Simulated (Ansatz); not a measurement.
Species: CHS, charge 0, multiplicity 2. It need not be the lowest isomer of its formula. 
Coordinates optimised at B3LYP-D3(BJ)/def2-TZVP (Ansatz, a quantum-chemistry and plane-wave program):
```xyz
3

S     -0.0500    -0.0191    -0.4147
C     -0.0717    -0.0128     1.2269
H      1.2300     0.3820    -0.7268
```
Charge 0, spin multiplicity 2.

Quantity: vertical ionisation energy (to the singlet state of charge +1; each state is the SCF solution reached for its spin; for the singlet the Hartree-Fock reference is unstable and T1 is 0.031), in eV. Cores are frozen in the correlated levels unless marked. Open shells are spin-unrestricted. No spin-orbit coupling. Non-relativistic. Basis-set limits of correlation are two-point, X^-3; Hartree-Fock from the larger set.

| level | program | vertical ionisation energy (eV) |
|---|---|---|
| SVWN5/def2-TZVPD | Ansatz | 9.37 |
| r2SCAN/def2-TZVPD | Ansatz | 9.55 |
| PBE0/def2-TZVPD | Ansatz | 9.49 |
| BHLYP/def2-TZVPD | Ansatz | (withheld) |
| CAM-B3LYP/def2-TZVPD | Ansatz | (withheld) |
| SCS-MP2/def2-SVPD | Ansatz | 9.01 |
| SCS-MP2/def2-QZVPPD | Ansatz | 9.12 |
| CCSD/aug-cc-pV(Q+d)Z | Ansatz | (withheld) |
| CCSD(T)/CBS(aug-cc-pV(T+d)Z,aug-cc-pV(Q+d)Z) | Ansatz | (withheld) |

Problem. Fill in the missing entries.

Solution. 
- BHLYP/def2-TZVPD, vertical ionisation energy (eV): 9.46
- CAM-B3LYP/def2-TZVPD, vertical ionisation energy (eV): 9.51
- CCSD/aug-cc-pV(Q+d)Z, vertical ionisation energy (eV): 9.24
- CCSD(T)/CBS(aug-cc-pV(T+d)Z,aug-cc-pV(Q+d)Z), vertical ionisation energy (eV): 9.22
